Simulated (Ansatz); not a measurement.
The same path of Cl2HInO + H2 (7 atoms, charge 0, multiplicity 1) was run twice with different band settings. Lost on the way: H6–H7. Made: In1–H6, O2–H7.

These are results of RHF/def2-SVP in Ansatz, not measurements.

Relaxed end points:

```xyz
7
Properties=species:S:1:pos:R:3
In -0.015 -0.250 0.121
O -0.035 -0.616 2.049
H -0.864 -0.642 2.503
Cl 1.985 -0.363 -1.061
Cl -2.002 0.181 -1.031
H 0.395 2.556 0.817
H 0.402 2.218 1.485
```

```xyz
7
Properties=species:S:1:pos:R:3
In -0.001 1.054 -0.184
O -0.038 0.239 2.011
H -0.809 -0.291 2.185
Cl 1.966 -0.218 -0.601
Cl -1.991 -0.174 -0.628
H 0.018 2.763 -0.125
H 0.723 -0.289 2.225
```

Common settings: spring 5.0 eV/Å²; optimiser quadratic models (default); start path through a guess of the saddle point; force threshold 0.05 eV/Å; iteration limit 60; end points relaxed.

| run | movable images | climbing image |
| --- | --- | --- |
| 1 | 7 | yes |
| 2 | 4 | no |

(1) What does each run give, and how far can it be trusted?

Answers

(1) Run 1: converged after 25 iterations, highest image 1.062 eV above the first end. Neighbouring images differ by up to 1.5 eV, so the band resolves the path poorly. A vibrational analysis at the climbing image gives one clearly imaginary mode, 1718i cm⁻¹: a first-order saddle point.
Run 2: converged after 12 iterations, highest image 0.219 eV above the first end. No image climbed, so the highest image needn't sit at the top of the path. A band with more images between the same ends climbed to 1.06 eV, so this one has probably stepped over the top.
The orbitals stay closed-shell, which can raise the energy where a bond breaks towards radicals; this wasn't checked here.
